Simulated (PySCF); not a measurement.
GaH2F, SMILES [GaH2][F].

Coordinates come from a B3LYP-D3(BJ)/def2-TZVP optimisation.

Calculation: PySCF with IEF-PCM-M06-2X/def2-SVP.

The values are the electrostatic part of the solvation free energy, E(continuum) − E(gas) at the gas-phase geometry, in a cavity of scaled van der Waals radii (PySCF's table); cavitation and dispersion terms are not included. A continuum can't describe solvent molecules that bind to the metal. In vacuum the orbital gap is 9.14 eV. The dipole moment in vacuum is 2.30 D.

### Question
Estimate the values in water (ε = 78.36), acetone (ε = 20.49), 2-propanol (ε = 19.26). (The exact figures need the calculation; the answer reports its results.)

### Answer

| solvent | ε | ΔG(elec) (kcal/mol) | dipole (D) | gap (eV) |
|---|---|---|---|---|
| water | 78.36 | -6.2 | 2.68 | 9.42 |
| acetone | 20.49 | -5.9 | 2.66 | 9.40 |
| 2-propanol | 19.26 | -5.8 | 2.66 | 9.40 |
